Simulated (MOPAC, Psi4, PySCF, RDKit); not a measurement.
Torsional profile of C6H4O3S, SMILES O=Cc1ccc(C(=O)O)s1, singlet. Scanned: dihedral S10–C6–C7–O8; all other coordinates were relaxed at GFN2-xTB. Points at φ and −φ are mirror images. Heavy atoms are numbered in the order of the SMILES O=Cc1ccc(C(=O)O)s1, hydrogens after them in the order of the atoms that carry them; the mirror image has the same energies with the sign of each dihedral reversed.

Levels: PM7, restricted, heats of formation // GFN2-xTB (MOPAC); UFF // GFN2-xTB (RDKit); RKS-BP86/6-31G* = restricted BP86/6-31G*, spherical d, density fitting // GFN2-xTB in PySCF 2.14.0; PBE-D3(BJ)/def2-SVP // GFN2-xTB (Psi4).

Energies relative to the lowest point of each profile, in kcal/mol; the last columns give the difference from PBE-D3(BJ):

| φ / ° | PM7 | UFF | RKS-BP86/6-31G* | PBE-D3(BJ)/def2-SVP | PM7 − PBE-D3(BJ)/def2-SVP | UFF − PBE-D3(BJ)/def2-SVP | RKS-BP86/6-31G* − PBE-D3(BJ)/def2-SVP |
|---|---|---|---|---|---|---|---|
| -150 | 0.8 | 1.6 | 1.7 | 1.7 | -0.9 | -0.1 | 0.0 |
| -120 | 1.7 | 5.9 | 5.9 | 5.9 | -4.2 | 0.0 | 0.0 |
| -90 | 2.0 | 9.6 | 8.8 | 9.0 | -7.0 | 0.7 | -0.1 |
| -60 | 1.3 | 7.0 | 6.4 | 6.5 | -5.2 | 0.5 | -0.1 |
| -30 | 0.3 | 2.5 | 2.1 | 2.2 | -1.9 | 0.3 | -0.1 |
| 0 | 0.0 | 0.7 | 0.1 | 0.2 | -0.2 | 0.5 | -0.1 |
| 30 | 0.3 | 2.5 | 2.1 | 2.2 | -1.9 | 0.3 | -0.1 |
| 60 | 1.3 | 7.0 | 6.4 | 6.5 | -5.2 | 0.5 | -0.1 |
| 90 | 2.0 | 9.6 | 8.8 | 9.0 | -7.0 | 0.7 | -0.1 |
| 120 | 1.7 | 5.9 | 5.9 | 5.9 | -4.2 | 0.0 | 0.0 |
| 150 | 0.8 | 1.6 | 1.7 | 1.7 | -0.9 | -0.1 | 0.0 |
| 180 | 0.3 | 0.0 | 0.0 | 0.0 | 0.3 | 0.0 | 0.0 |

PM7 is furthest from PBE-D3(BJ)/def2-SVP at -90 (-7.0 kcal/mol, below); its mean absolute difference over the points is 3.2 kcal/mol.

UFF is furthest from PBE-D3(BJ)/def2-SVP at -90 (0.7 kcal/mol, above); its mean absolute difference over the points is 0.3 kcal/mol.

RKS-BP86/6-31G* is furthest from PBE-D3(BJ)/def2-SVP at -90 (-0.1 kcal/mol, below); its mean absolute difference over the points is 0.1 kcal/mol.
